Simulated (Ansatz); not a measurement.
`FC(Cl)CBr`, charge 0, multiplicity 1.

Give a relaxed structure at PBE0-D4/def2-TZVP (the Gaussian-basis code of Ansatz). (Estimate.)

Computed: 
Cartesian coordinates in Å:
```
F 1.111 -0.947 -1.082
C -0.026 -0.644 -0.394
Cl -0.320 -1.910 0.806
C 0.172 0.707 0.244
Br -1.471 1.386 0.989
H -0.868 -0.660 -1.087
H 0.493 1.413 -0.520
H 0.908 0.654 1.043
```
